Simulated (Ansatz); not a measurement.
`S[SiH2][GeH3]` + HCl → `Cl[SiH2][GeH3]` + H₂S at 500 K and 1 bar (ligand exchange at the Si–S bond).

Computed with Ansatz on PBE0-D4/def2-TZVP structures; ΔE is electronic, products minus reactants. CBS: MP2 limit from def2 TZ/QZ plus the TZ coupled-cluster correction, frozen cores. This one scheme is used for every species. For Ge outer-core shells are correlated without core-valence functions, which leaves a few kJ/mol of doubt a bond. Scalar relativity is left out up to krypton. Each species was taken in one conformer, which may not be the lowest.

| species | CCSD(T)/CBS energy (Eh) | H − E (kJ/mol) | S (J/(mol·K)) |
| --- | --- | --- | --- |
| `S[SiH2][GeH3]` | -2766.59259 | 175.9 | 410.3 |
| HCl | -460.38127 | 32.5 | 201.9 |
| `Cl[SiH2][GeH3]` | -2828.01436 | 150.3 | 391.3 |
| H₂S | -398.97279 | 57.0 | 224.0 |

H − E and S are ideal-gas, rigid-rotor, harmonic terms from PBE0-D4/def2-TZVP, for one conformer and one mirror image of each species. 1 Eh = 2625.50 kJ/mol, R = 8.31446 J/(mol·K).

Task: By hand: ΔE, ΔH, ΔS and ΔG.

Result: ΔE = (-2828.01436) + (-398.97279) − (-2766.59259) − (-460.38127) = -0.01329 Eh = -34.9 kJ/mol. Δ(H − E) = 150.3 + 57.0 − 175.9 − 32.5 = -1.1, so ΔH = -36.0 kJ/mol. ΔS = 391.3 + 224.0 − 410.3 − 201.9 = 3.1 J/(mol·K). ΔG = -36.0 − 500 × (3.1)/1000 = -37.5 kJ/mol.

Task: By hand: the equilibrium constant, and the temperature at which ΔG would vanish if ΔH and ΔS stayed fixed.

Result: log₁₀ K = −ΔG/(RT ln 10) = 3.9. ΔH and −TΔS have one sign here, so there is no such temperature.

The number of gas molecules stays the same, so ΔS is small and ΔH decides. A doubt of 5 kJ/mol in ΔE shifts log₁₀ K by 0.5 here. Other conformers and mirror images would add mixing entropy, several J/(mol·K) or more a flexible species. These are equilibria of isolated gas molecules and say nothing of rates. Largest T1 diagnostic: 0.012 (customary marks: 0.02 for closed shells, 0.045 for open ones).

ΔS is within the doubt of such terms, so its sign, and with it that verdict, could turn.
